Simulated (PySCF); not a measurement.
Species: CH7BGeO2.
Numbering: `[CH3:1][GeH2:2][B:3]([OH:4])[OH:5]` (hydrogens: H6, H7, H8 on C1; H9, H10 on Ge2; H11 on O4; H12 on O5)

Method: PBE0-D3(BJ)/def2-SVP geometry optimisation, gas phase (PySCF 2.14.0); density fitting, grid level 1; the optimiser is geomeTRIC in internal coordinates, started from a GFN2-xTB structure with every atom displaced at random (about 0.01 Å).

The end geometry, which sets the zero of energy:
```
atom  x, y, z in Å
C1     -1.8631    0.5716   -0.3393
Ge2    -0.5156   -0.4549    0.6392
B3      1.3832   -0.1524   -0.1556
O4      1.4538    0.2825   -1.4371
O5      2.5497   -0.3610    0.5181
H6     -2.8752    0.3639    0.0348
H7     -1.6614    1.6478   -0.2398
H8     -1.8146    0.3109   -1.4063
H9     -0.5469   -0.0631    2.1394
H10    -0.8898   -1.9565    0.5963
H11     2.3707    0.3926   -1.7233
H12     2.4219   -0.6515    1.4253
```

Task: These geometries come from the run, each turned onto the end geometry. Order them by energy, lowest first.
A.
```
atom  x, y, z in Å
C1     -1.8773    0.5635   -0.3444
Ge2    -0.5097   -0.4373    0.6331
B3      1.3923   -0.1481   -0.1612
O4      1.4751    0.3203   -1.4286
O5      2.5508   -0.3982    0.5145
H6     -2.8817    0.3503    0.0474
H7     -1.6851    1.6428   -0.2584
H8     -1.8432    0.2917   -1.4089
H9     -0.5361   -0.0216    2.1268
H10    -0.8775   -1.9406    0.6254
H11     2.3941    0.4186   -1.7070
H12     2.4109   -0.7112    1.4130
```
B.
```
atom  x, y, z in Å
C1     -1.8786    0.5610   -0.3428
Ge2    -0.5071   -0.4363    0.6325
B3      1.3975   -0.1447   -0.1694
O4      1.4899    0.3213   -1.4340
O5      2.5456   -0.3926    0.5236
H6     -2.8804    0.3478    0.0554
H7     -1.6834    1.6398   -0.2575
H8     -1.8498    0.2886   -1.4074
H9     -0.5352   -0.0145    2.1252
H10    -0.8729   -1.9418    0.6400
H11     2.4102    0.4321   -1.7223
H12     2.3769   -0.7307    1.4084
```
C.
```
atom  x, y, z in Å
C1     -1.8760    0.5628   -0.3491
Ge2    -0.5016   -0.4346    0.6358
B3      1.4181   -0.1367   -0.1572
O4      1.4787    0.3135   -1.4283
O5      2.5581   -0.3876    0.5508
H6     -2.8780    0.3494    0.0488
H7     -1.6817    1.6387   -0.2650
H8     -1.8468    0.2917   -1.4145
H9     -0.5404   -0.0032    2.1338
H10    -0.8624   -1.9557    0.6596
H11     2.3918    0.4624   -1.7655
H12     2.3527   -0.7706    1.4026
```
D.
```
atom  x, y, z in Å
C1     -1.8579    0.5562   -0.3331
Ge2    -0.4824   -0.4473    0.5962
B3      1.3870   -0.1624   -0.1338
O4      1.4960    0.2307   -1.4154
O5      2.5678   -0.3363    0.5307
H6     -2.8707    0.3579    0.0448
H7     -1.6982    1.6488   -0.2227
H8     -1.8388    0.3582   -1.4021
H9     -0.6107   -0.1404    2.0995
H10    -0.9331   -1.8871    0.5916
H11     2.3330    0.3595   -1.7644
H12     2.5205   -0.6079    1.4604
```

Result: A (0.002 eV), B (0.006 eV), C (0.034 eV), D (0.195 eV).

In the order of the answer:

```csv
step,E above end (eV),largest force (eV/Å),rms force component (eV/Å),rms distance from end (Å),rms bond change (Å),bond most changed (Å)
3,0.002,0.11,0.028,0.036,0.001,O4–H11 -0.002
2,0.006,0.29,0.072,0.046,0.003,Ge2–B3 +0.007
1,0.034,1.01,0.261,0.061,0.010,O4–H11 +0.018
0,0.195,3.32,0.831,0.065,0.027,Ge2–B3 -0.054
```

What follows is the cost of the whole optimisation. Hardware: one thread of an Intel Xeon Platinum 8488C, shared host with 96 logical CPUs at a one-minute load of 44. Cost: 68 s, 0.52 GiB resident at most.
